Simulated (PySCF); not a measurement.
## Distorted geometries of Ho(OH)3

Ho(OH)3 (singlet in the valence; each metal's 4f electrons, 10 of them, lie in its core potential, out of spins and levels). PySCF 2.14.0, RKS TPSS, Ho lcecp-1-SVP with ECP56, O def2-SVP, H def2-SVP; non-relativistic Hamiltonian with scalar-relativistic core potentials where named; density fitting; no spin-orbit coupling. Relaxed geometry:

```xyz
7

Ho    0.0000    0.0000    0.1126
O     2.0444    0.0000    0.1389
H     3.0089    0.0000    0.1621
O    -1.0222    1.7705    0.1389
H    -1.5045    2.6058    0.1621
O    -1.0222   -1.7705    0.1389
H    -1.5045   -2.6058    0.1621
```

Problem. Order these distorted geometries by energy above the relaxed one, lowest first.
A.
```xyz
7

Ho    0.0698    0.0504    0.1661
O     1.9411   -0.0973    0.0540
H     2.7990    0.2066    0.0645
O    -1.0670    1.9784    0.4296
H    -1.6043    2.4384    0.2527
O    -0.7251   -1.9749    0.0729
H    -1.4136   -2.6016   -0.0241
```
B.
```xyz
7

Ho   -0.1255    0.0805    0.2376
O     2.0430   -0.0624    0.0713
H     3.2003    0.0560    0.0896
O    -0.9097    1.8849    0.1889
H    -1.6551    2.5289    0.2951
O    -0.8573   -1.7996   -0.0114
H    -1.6957   -2.6882    0.1446
```
C.
```xyz
7

Ho    0.0962   -0.0016    0.0746
O     2.0239   -0.1131    0.2431
H     2.9771    0.0388    0.1405
O    -1.0784    1.6659    0.2313
H    -1.4715    2.6170    0.0663
O    -1.0410   -1.6107    0.1429
H    -1.5063   -2.5963    0.1170
```

Solution. C (0.78 eV), B (2.19 eV), A (3.71 eV).

Problem. Which forces (eV/Å) act in the one that lies 2.19 eV up?

Solution. 
```
Ho   3.86 -1.73 -0.38
O    3.40  0.68  0.35
H   -5.42 -0.47 -0.12
O   -2.20  2.24  0.32
H    0.95 -0.46 -0.25
O   -4.57 -4.45  0.94
H    3.98  4.18 -0.86
```
Forces carry noise of the integration grid, about 0.01 to 0.03 eV/Å.

No frequency check is given that shows the relaxed geometry to be a minimum. An lcecp potential fixes the number of 4f electrons, so in runs with it no electron can move into or out of that shell.
